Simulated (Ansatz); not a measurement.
`[BH2][AlH][BH]O` + `[CH3][Zn][S][SiH3]` → `[BH2][Zn][S][SiH3]` + `[CH3][AlH][BH]O`  (redistribution)

Program: Ansatz. Geometries: PBE0-D4/def2-TZVP. ΔE: electronic, gas phase. CCSD(T)/CBS is the MP2 limit (def2-TZVPP, def2-QZVPP) plus CCSD(T) − MP2 in def2-TZVPP, frozen cores. For Zn outer-core shells are correlated without core-valence functions, which leaves a few kJ/mol of doubt a bond. Scalar relativity is left out up to krypton. Each species was taken in one conformer, which may not be the lowest.

`[BH2][AlH][BH]O`:

Cartesian coordinates in Å:
```
B 0.157 1.414 1.736
Al -0.423 0.815 -0.206
B 0.246 -1.020 -1.111
O -0.452 -2.163 -0.890
H -0.478 1.142 2.719
H 1.162 2.033 1.956
H -1.356 1.805 -1.053
H 1.230 -1.093 -1.816
H -0.086 -2.933 -1.335
```

`[CH3][Zn][S][SiH3]`:

```xyz
10

C     0.005   -2.475    0.370
Zn   -0.542   -0.788   -0.397
S    -1.197    1.087   -1.289
Si    0.114    2.397   -0.248
H     0.208   -2.360    1.437
H     0.911   -2.841   -0.117
H    -0.781   -3.223    0.248
H     1.544    2.109   -0.540
H    -0.066    2.315    1.227
H    -0.195    3.780   -0.691
```

`[BH2][Zn][S][SiH3]`:

Cartesian coordinates in Å:
```
B 0.155 2.362 -1.405
Zn 0.793 0.881 -0.130
S 1.505 -0.675 1.232
Si -0.260 -1.838 1.019
H 0.842 3.304 -1.672
H -0.925 2.328 -1.920
H -0.945 -2.007 2.326
H 0.055 -3.180 0.466
H -1.220 -1.175 0.085
```

`[CH3][AlH][BH]O`:

Z-matrix (Å, degrees):
```
C
Al 1 1.964
H 1 1.096 2 110.3
H 1 1.094 2 115.1 3 121.6
H 1 1.096 2 110.4 3 -116.7
B 2 2.172 1 120.3 3 -120.3
H 2 1.596 1 116.9 3 59.6
O 6 1.357 2 121.7 1 0.6
H 6 1.205 2 125.2 1 -179.4
H 8 0.961 6 114.0 2 0.0
```

```json
{"species": "`[BH2][AlH][BH]O`", "CCSD(T)/CBS(def2) energy (Eh)": "-369.74870"}
{"species": "`[CH3][Zn][S][SiH3]`", "CCSD(T)/CBS(def2) energy (Eh)": "-2506.95425"}
{"species": "`[BH2][Zn][S][SiH3]`", "CCSD(T)/CBS(def2) energy (Eh)": "-2493.04733"}
{"species": "`[CH3][AlH][BH]O`", "CCSD(T)/CBS(def2) energy (Eh)": "-383.66285"}
```

Problem. Work out ΔE.

Solution. ΔE = (-2493.04733) + (-383.66285) − (-369.74870) − (-2506.95425) = -0.00723 Eh = -4.5 kcal/mol.

Largest T1 diagnostic among the species: 0.014.

At CCSD(T), def2-SVP lies +1.0 kcal/mol from the extrapolated value and def2-TZVPP +0.5 kcal/mol. Leaving LDA and LC-ωPBE aside and taking each functional with its dispersion term where it has one, the values, not all of them listed here, spread over 2.4 kcal/mol, from ωB97M-V to revPBE-D4.
